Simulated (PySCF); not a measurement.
Unknown compound

Molecular formula: C7H5FO. Simulated spectra:

1H NMR (400 MHz, computed): δ 10.13 (s, 1H), 8.33 (d, 1H), 7.86 (m, 1H), 7.62 (m, 1H), 7.58 (m, 1H).

13C{1H} NMR (computed): δ 195.0 (CH), 173.2 (C), 142.8 (C), 136.3 (CH), 129.2 (CH), 127.8 (CH), 126.1 (CH).

PySCF 2.14 calculation with GFN2-xTB geometry and GIAO PBE0/pcSseg-1 shieldings; non-relativistic, gas phase, a single conformation.

Chemical shifts δ = σref − σ; 1H (σref 31.72) and 13C (σref 186.93) against TMS, all at this level.

Q: Which of these isomers gave the spectra?
A. O=Cc1cccc(F)c1
B. O=C(F)c1ccccc1
C. C#C/C=C(/C)C(F)=C=O

A: A. 

Rings plus π bonds: 5 (1 ring in the answer). 7 carbon signals for 7 carbons: no two carbons are equivalent. Carbon types of the structure: 2 × C, 5 × CH, which accounts for all hydrogens. δC 195.0: aldehyde carbonyl carbon; the double bond to the heteroatom, with no lone-pair donor beside it, deshields it most. δC 173.2: aromatic carbon bearing fluorine; the electronegative substituent deshields the carbon that carries it. δC 142.8: substituted aromatic carbon. δC 136.3, 129.2, 127.8, 126.1: aromatic CH; the aromatic region. δH 10.13: hydrogen on an aldehyde carbonyl carbon; deshielded by the polar, anisotropic C=O bond.

The others: O=C(F)c1ccccc1 would give 5 carbon signals, not 7; C#C/C=C(/C)C(F)=C=O would give 3 signals for carbon-bound and other non-exchanging H, not 5.

Splittings by 19F in the carbon and heteronuclear signals aren't shown, as no couplings were computed. Shifts are as computed. Against solution values, carbons near 30 ppm lie about +3 ppm off and those near 130 ppm about +5 ppm. Of 1211 compounds with measured shifts, 218 miss one by over three times the rms of a fit or turn the order of signals round; such compounds aren't used in these exercises. Multiplicities follow the n + 1 count of equivalent neighbours, as no J values were calculated; m marks all less simple cases, F and P coupling included.
